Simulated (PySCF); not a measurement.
Correlation energy of Co⁻ (cobalt, charge -1)

[Ar] 3d8 4s2, high-spin 3F determinant. Computed with PySCF 2.14 in def2-QZVPPD, with the non-relativistic Hamiltonian (point nucleus). Frozen: [Ar]; 10 electrons correlated.

MP2 pair energies summed by pair of shells (mhartree):

```csv
pair,energy,share (%)
3d-3d,-302.02,85.0
3d-4s,-34.77,9.8
4s-4s,-18.65,5.2
```

Total MP2 correlation energy: -355.44 mhartree.

Same-spin part -127.33 and opposite-spin part -228.11 mhartree; SCS-MP2 scales them by 1/3 and 6/5 to -316.18 mhartree.
